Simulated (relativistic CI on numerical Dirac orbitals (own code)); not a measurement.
# Sensitivity of the levels of Xe¹⁶⁺ to α and to the nuclear radius

Method of calculation: Dirac-Coulomb-Breit CI, orbitals from a KLI potential per configuration, derivatives by finite differences, unscaled Slater integrals, QED left out (own radial code, finite nucleus).

CI space (outside the closed core [Ar] 3d10): 4s²4p⁶4d², 4s²4p⁵4d³, 4s²4p⁶4d4f, 4s²4p⁶4d5s, 4s²4p⁶4d5p, 4s4p⁶4d²4f, 4s²4p⁶4f², 4s4p⁶4f³. Double excitations out of closed p, d and f shells are left out; levels of such configurations are missing from the list, as are those of other unlisted configurations, and high levels can miss mixing partners.

With x = (α/α₀)² − 1 an excitation energy changes as ω = ω₀ + qx; K = 2q/ω₀ is the relative enhancement. Terms are leading LS components, so labels can repeat. The field-shift factor is F = δν/δ⟨r²⟩ for the transition from the lowest level.

Lowest level 4s²4p⁶4d² ³F2.

```tsv
Level	ω₀ (cm⁻¹)	q (cm⁻¹)	F (GHz/fm²)
4s²4p⁶4d² ³F3	17607	19800	0.226
4s²4p⁶4d² ³P0	31577	4898	0.145
4s²4p⁶4d² ³F4	32057	30390	0.362
4s²4p⁶4d² ¹D2	37531	18340	0.278
4s²4p⁶4d² ³P1	42107	19870	0.306
4s²4p⁶4d² ¹G4	60466	30720	0.452
4s²4p⁶4d² ³P2	61807	40970	0.55
4s²4p⁶4d² ¹S0	110907	34700	0.658
4s²4p⁵4d³ ⁵D°2	633750	25290	1.83
4s²4p⁵4d³ ⁵D°1	635893	26890	1.79
4s²4p⁵4d³ ⁵F°3	638144	35010	1.96
4s²4p⁵4d³ ⁵D°0	640730	32150	1.85
4s²4p⁵4d³ ⁵S°2	644431	45440	1.73
4s²4p⁵4d³ ⁵F°4	645391	42740	2.05
4s²4p⁵4d³ ⁵F°5	657492	46100	2.03
4s²4p⁵4d³ ⁵D°2	659888	39950	1.89
4s²4p⁵4d³ ⁵D°3	660585	36550	1.63
4s²4p⁵4d³ ⁵F°1	661662	45070	1.64
4s²4p⁵4d³ ⁵D°4	662438	47150	1.81
4s²4p⁵4d³ ⁵G°6	669839	47160	1.96
4s²4p⁵4d³ ³G°3	673507	31620	2.17
4s²4p⁵4d³ ³G°4	680325	42190	2.11
4s²4p⁵4d³ ³P°2	680853	47300	2.27
```

At this charge energies of transitions that change n are usually good to better than 1 %, and those within a shell (Δn = 0) to a few per cent. Terms inside the open d or f shell come out 10 to 20 % too wide with unscaled integrals.

(1) Which transition from the lowest level has the largest |K|?

Results:

(1) 4s²4p⁶4d² ³F3 at 17607 cm⁻¹, K = 2.25.
